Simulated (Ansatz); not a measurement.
System (SMILES): Cl[C]Cl (closed-shell singlet).
Atoms: Cl1, C2, Cl3. Bonds: Cl1-C2, C2-Cl3.

Basis-set convergence of the harmonic zero-point energy at PBE with Ansatz (a quantum-chemistry and plane-wave program). Each level at its own minimum, finite differences of forces, unscaled; the reference is a large set that could be run, not a limit. All functions are spherical. The program fits the integrals of some runs and decomposes those of others, by size. No added dispersion term, no relativity. Reference: the value in aug-pcseg-2, 2.48 kcal/mol. Deviations are taken from unrounded values.

| basis | functions |
|---|---|
| pcseg-0 | 35 |
| pcseg-1 | 50 |
| def2-SVPD | 74 |
| pcseg-2 | 98 |
| def2-TZVPD | 129 |
| def2-TZVPPD | 139 |
| cc-pCVTZ | 161 |

Q: Which is the smallest set listed that can be trusted to 0.1 kcal/mol here, that is, within that of the reference together with its larger relatives (same family, alike in diffuse functions; a set with none to test it counts only in the reference's own line)?

A: The smallest set listed that lies within 0.1 kcal/mol of the reference with all its larger relatives (same family, alike in diffuse functions; a set with none counts only in the reference's own line) is pcseg-1 (50 functions, -0.07 kcal/mol off). Inside, with no larger relative to test it: cc-pCVTZ. Value minus reference: pcseg-0 -0.41, pcseg-1 -0.07, def2-SVPD -0.02, pcseg-2 0.00, def2-TZVPD 0.00, def2-TZVPPD 0.00, cc-pCVTZ -0.01 kcal/mol.
